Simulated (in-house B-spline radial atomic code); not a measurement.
Radial electron density of the potassium ion K³⁺, [Ne] 3s2 3p4. All numbers are computed (scalar-relativistic (X2C) Hartree-Fock, spin-polarised, averaged over the determinants with the given up and down occupations; Fermi nucleus of rms radius 3.4349 fm, inside a hard spherical wall at 2.56 bohr) with a B-spline radial code for spherical atoms, not measured.

Columns: r (bohr), 4πr²n(r) (electrons per bohr), bar.

```
 0.00285   0.4876 #
 0.00336   0.6566 #
 0.00397   0.8847 ##
 0.00468    1.183 ##
 0.00553    1.581 ###
 0.00653    2.099 ####
  0.0077    2.763 #####
  0.0091    3.623 #######
  0.0107    4.672 #########
  0.0127    6.046 ############
   0.015    7.667 ###############
  0.0177    9.565 ###################
  0.0208    11.67 #######################
  0.0246    14.05 ###########################
   0.029    16.45 ################################
  0.0343    18.77 ####################################
  0.0405    20.68 ########################################
  0.0478    21.93 ###########################################
  0.0564    22.28 ###########################################
  0.0666    21.63 ##########################################
  0.0786    20.13 #######################################
  0.0928    18.18 ###################################
    0.11    16.43 ################################
   0.129    15.69 ##############################
   0.153    16.35 ################################
    0.18    18.29 ###################################
   0.213    20.87 ########################################
   0.251    22.69 ############################################
   0.296    22.64 ############################################
    0.35     20.1 #######################################
   0.413    15.65 ##############################
   0.487    10.75 #####################
   0.575     6.97 ##############
   0.679    5.279 ##########
   0.802    5.402 ##########
   0.946    6.138 ############
    1.12     6.26 ############
    1.32    5.266 ##########
    1.56    3.475 #######
    1.84    1.676 ###
    2.17   0.4403 #
    2.53 0.002441
```

On this grid the curve has 3 maxima, near 0.0564, 0.251, 1.12 bohr.

The 3p down radial function P(r) = rR(r), positive near the nucleus:

```csv
r (bohr),P
0.00397,0.001308
0.00553,0.002449
0.0077,0.004571
0.0107,0.008458
0.015,0.01577
0.0208,0.02844
0.029,0.05079
0.0405,0.08847
0.0564,0.1475
0.0786,0.233
0.11,0.3423
0.153,0.447
0.213,0.4932
0.296,0.4014
0.413,0.1053
0.575,-0.3607
0.802,-0.8185
1.12,-0.9994
1.56,-0.7795
2.17,-0.291
```
